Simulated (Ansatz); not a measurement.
`C=CN(C)C` and `C[N](C)[Mg][OH]` differ in one atom or group.

Ansatz, PBE0-D4/def2-TZVP geometries, multiplicity 1. Each molecule was computed in one conformer, which needn't be the lowest.

```tsv
property	`C=CN(C)C`
HOMO–LUMO gap (PBE/def2-TZVPP) / eV	4.57
HOMO energy (PBE/def2-TZVPP) / eV	-4.55
LUMO energy (B3LYP/def2-TZVPP) / eV	0.68
HOMO–LUMO gap (ωB97M-V/def2-TZVPP) / eV	10.48
ideal-gas entropy at 298 K and 1 bar (rigid rotor, harmonic PBE0-D4/def2-TZVP) / J/(mol·K)	320
LUMO energy (PBE0/def2-TZVPP) / eV	0.96
```

Task: What does the change do to each property? (Estimate.)

Result: Computed: 
| property | `C[N](C)[Mg][OH]` | shift |
| --- | --- | --- |
| HOMO–LUMO gap (PBE/def2-TZVPP) / eV | 2.51 | -2.06 |
| HOMO energy (PBE/def2-TZVPP) / eV | -4.22 | 0.33 |
| LUMO energy (B3LYP/def2-TZVPP) / eV | -1.26 | -1.94 |
| HOMO–LUMO gap (ωB97M-V/def2-TZVPP) / eV | 8.04 | -2.44 |
| ideal-gas entropy at 298 K and 1 bar (rigid rotor, harmonic PBE0-D4/def2-TZVP) / J/(mol·K) | 373 | 53 |
| LUMO energy (PBE0/def2-TZVPP) / eV | -0.96 | -1.92 |

With PBE0 the HOMO rises by 0.22 eV and the LUMO falls by 1.92 eV, so the gap narrows by about 2.14 eV. PBE moves the HOMO by 0.33 eV and ωB97M-V by 0.09 eV. The zero-point energy changes by -85.9 kJ/mol with -6 modes.

B3LYP here is the variant with VWN-RPA as its local correlation; programs differ in this.
